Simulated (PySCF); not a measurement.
A run for PySCF: D3(BJ) and D4 dispersion corrections on C3H9F (a complex), monomers drawn apart or pushed together.

```python
from pyscf import gto
from pyscf.dispersion import dftd3, dftd4

mol = gto.M(
    atom='''
    C    -0.52350377    0.49054430    0.50435920
    F    -0.42282159   -0.84566918    0.87486186
    H     0.28095911    1.04886373    0.98411384
    H    -0.43575134    0.55976037   -0.58044856
    H    -1.49080586    0.87315133    0.83072976
    C    -0.67358307    0.30039374    3.85233599
    C     0.74134587   -0.27057014    3.83452008
    H    -1.04837565    0.40545783    4.87248417
    H    -1.36292465   -0.34628065    3.30726509
    H    -0.70964039    1.28866861    3.38818415
    H     1.44300158    0.38551337    4.35394515
    H     1.09839219   -0.40651164    2.81258126
    H     0.77838668   -1.24626382    4.32295713
    ''',
    basis='def2-svp',
    charge=0, spin=0, verbose=0, max_memory=1800)
d3, d4 = {}, {}
for xc in ['hf', 'pbe', 'blyp', 'revpbe', 'tpss', 'r2scan', 'b3lyp', 'pbe0', 'bhlyp', 'camb3lyp', 'b2plyp']:
    d3[xc] = float(dftd3.DFTD3Dispersion(mol, xc=xc, version='d3bj', atm=False).get_dispersion()['energy'])
    print(f'D3(BJ) {xc:10s} {d3[xc]:14.8f} Eh')
for xc in ['hf', 'pbe', 'blyp', 'revpbe', 'tpss', 'r2scan', 'b3lyp', 'pbe0', 'bhlyp', 'camb3lyp', 'b2plyp']:
    d4[xc] = float(dftd4.DFTD4Dispersion(mol, xc={'camb3lyp': 'cam-b3lyp'}.get(xc, xc), atm=True).get_dispersion()['energy'])
    print(f'D4     {xc:10s} {d4[xc]:14.8f} Eh')
```

The log:

```
D3(BJ) hf            -0.05085728 Eh
D3(BJ) pbe           -0.00672327 Eh
D3(BJ) blyp          -0.01332392 Eh
D3(BJ) revpbe        -0.01737415 Eh
D3(BJ) tpss          -0.00819723 Eh
D3(BJ) r2scan        -0.00195655 Eh
D3(BJ) b3lyp         -0.01079634 Eh
D3(BJ) pbe0          -0.00561885 Eh
D3(BJ) bhlyp         -0.00798025 Eh
D3(BJ) camb3lyp      -0.00475792 Eh
D3(BJ) b2plyp        -0.00475187 Eh
D4     hf            -0.02136536 Eh
D4     pbe           -0.00576052 Eh
D4     blyp          -0.01267354 Eh
D4     revpbe        -0.02028604 Eh
D4     tpss          -0.00776062 Eh
D4     r2scan        -0.00160256 Eh
D4     b3lyp         -0.00898154 Eh
D4     pbe0          -0.00485825 Eh
D4     bhlyp         -0.00597211 Eh
D4     camb3lyp      -0.00481383 Eh
D4     b2plyp        -0.00405290 Eh
```

The run finished.

Cost: about 0.04 core-seconds (a rough figure).
